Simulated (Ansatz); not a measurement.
## A geometry optimisation of C3H13B2NO with PBE0-D3(BJ)/def2-SVP

The starting geometry of this gas-phase singlet was optimised with GFN2-xTB.

```xyz
20

C     2.0358    1.1037    1.0220
C     0.3836   -0.3124   -0.6245
C     0.0473   -1.3665    0.4637
B     0.8370    1.0603    0.0132
B    -2.2357   -0.8380    1.1672
N    -2.4908    0.7925    0.5741
O    -0.8455   -0.9173    1.4392
H     2.5467    2.0632    1.0656
H     2.7782    0.3248    0.8683
H     1.6156    0.9312    2.0149
H     0.2535    2.0555   -0.2266
H    -0.4727   -0.2273   -1.2986
H     1.1977   -0.7411   -1.2152
H    -0.3488   -2.2670   -0.0303
H     0.9709   -1.6391    0.9880
H    -2.6555   -1.5258    0.2850
H    -2.8605   -0.8328    2.1765
H    -3.4741    1.0300    0.5794
H    -1.9700    1.3787    1.2149
H    -2.0976    0.8789   -0.3549
```

Q: Where would you expect an optimisation with PBE0-D3(BJ)/def2-SVP to take it?

A: A new bond forms, giving a structure given below by its coordinates. Contacts that close: B4–O7 (2.96 → 1.64 Å).

The energy falls by 0.57 eV over 37 steps:

```csv
step,E − E(last) (eV)
1,0.574
5,0.423
9,0.413
13,0.411
17,0.403
21,0.136
25,0.045
29,0.010
33,0.001
37,0.000
```

Final geometry (Å):

```xyz
20

C     1.5220    1.1690    1.3881
C     0.9661   -0.4317   -0.8810
C    -0.1417   -1.3416   -0.3792
B     0.5185    0.6259    0.2820
B    -1.7172   -0.5613    1.5174
N    -2.5423    0.5819    0.7012
O    -0.4039   -0.6119    0.8413
H     2.1681    1.9545    0.9595
H     2.1825    0.3746    1.7740
H     1.0020    1.6187    2.2509
H    -0.2792    1.5001   -0.1339
H     0.8656   -0.1260   -1.9309
H     1.9658   -0.8649   -0.7287
H    -1.0430   -1.3468   -1.0185
H     0.1108   -2.3854   -0.1322
H    -2.3159   -1.6198    1.4164
H    -1.5903   -0.1347    2.6511
H    -3.2165    1.0687    1.2898
H    -1.8096    1.2471    0.3814
H    -3.0271    0.2352   -0.1266
```

No frequencies were run, so the end isn't proven a minimum. Run with Ansatz 0.2.0, 2.8 min on 2 threads of Intel(R) Xeon(R) Platinum 8488C (Sapphire Rapids) (shared host).
